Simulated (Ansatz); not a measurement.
Program: Ansatz 0.2.0.

A structure relaxed at PBE0-D4/def2-TZVP, charge 0, multiplicity 1:

Cartesian coordinates in Å:
```
C -0.338 -1.459 -0.390
C 0.470 -0.213 -0.068
C 0.025 0.435 1.229
Sb 0.399 1.151 -1.772
H -0.267 -2.185 0.428
H -1.399 -1.222 -0.518
H 0.005 -1.954 -1.302
H 1.530 -0.482 0.004
H -1.018 0.759 1.170
H 0.629 1.309 1.480
H 0.101 -0.276 2.061
H 1.059 2.472 -0.907
H -1.195 1.664 -1.414
```

**Question.** Give its formula and SMILES.

**Answer.** C3H9Sb, `C[CH](C)[SbH2]`.

**Question.** Point group (tolerance 0.08 Å, 0.16 Å for H)?

**Answer.** C1.

**Question.** Summarise the bond lengths by kind.

**Answer.** 2 × C–C 1.517 to 1.520 Å; 7 × C–H 1.091 to 1.097 Å; 1 × C–Sb 2.184 Å; 2 × H–Sb 1.712 to 1.713 Å.
